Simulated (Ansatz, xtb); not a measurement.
Two conformers of BClFH2NSi

Structure I: `FBN[Si]Cl`, a singlet. Structure II: `FBN[Si]Cl`, a singlet. Both are isolated molecules in the gas phase, relaxed with r2SCAN-D4/def2-SVP.

I (Å):

```yaml
atoms:
  - { symbol: B, position_ang: [-2.5893, 1.0458, -1.6762] }
  - { symbol: Cl, position_ang: [1.0022, -1.1931, -0.7442] }
  - { symbol: F, position_ang: [-2.9834, 2.1986, -1.1399] }
  - { symbol: N, position_ang: [-1.3696, 0.4531, -1.2413] }
  - { symbol: Si, position_ang: [-0.7723, -1.0627, -1.8914] }
  - { symbol: H, position_ang: [-3.2728, 0.5231, -2.5218] }
  - { symbol: H, position_ang: [-0.8447, 0.9560, -0.5206] }
```

II (Å):

```xyz
7

B     0.2603    2.2831    2.5572
Cl   -0.8704   -0.9712   -0.0759
F    -0.7567    3.0871    2.8633
N     0.0215    1.1709    1.6964
Si   -1.5288    0.7456    0.9800
H     1.3511    2.5191    3.0163
H     0.8337    0.5863    1.4931
```

Energies in hartree; the thermal terms are from r2SCAN-D4/def2-SVP harmonic frequencies (ideal gas, rigid rotor, one conformer each, 298.15 K, 1 atm) and include the zero-point energy:

|  | I | II |
| --- | --- | --- |
| E, CCSD(T)/def2-SVP | −928.641831 | −928.640092 |
| E, MP2/def2-SVP | −928.584657 | −928.582664 |
| E, MP2/def2-TZVPP | −929.263103 | −929.261221 |
| zero-point energy | 0.034451 | 0.034426 |
| H(298 K) − E | 0.041493 | 0.041482 |
| G(298 K) − E | 0.003435 | 0.003380 |

Question: Correct the CCSD(T) difference for the basis set by the MP2 change, then work out ΔE, ΔE₀, ΔH and ΔG for I → II in kJ/mol (1 Eh = 2625.50 kJ/mol) and the equilibrium ratio [II]/[I].

Answer: 1. Differences II − I: CCSD(T) +0.001739, MP2 in the small set +0.001993, MP2 in the large set +0.001882 Eh.
2. ΔE = +0.001739 + (+0.001882 − (+0.001993)) = +0.001628 Eh = +4.27 kJ/mol.
3. ΔE₀ = ΔE + ΔZPE = +0.001628 + (−0.000025) Eh = +4.21 kJ/mol.
4. ΔH = ΔE + (−0.000011) Eh = +4.25 kJ/mol.
5. ΔG = ΔE + (−0.000055) Eh = +4.13 kJ/mol, so ΔS = (ΔH − ΔG)/T = +0.4 J/(mol K).
6. kT = 0.9442 mEh, so K = [II]/[I] = exp(−ΔG/kT) = exp(−1.67) ≈ 0.19.

The two are too close for this level to say which is favoured. An error of 4 kJ/mol in ΔG would change K by a factor of 5. Mirror images and further conformers aren't counted.

Other levels gave ΔE = +4.7 (r2SCAN-D4/def2-SVP); +3.5 (HF/def2-SVP); +5.2 (MP2/def2-SVP); +4.6 (CCSD(T)/def2-SVP) kJ/mol. The correlated steps freeze 13 core orbitals. Programs: Ansatz 0.2.0.
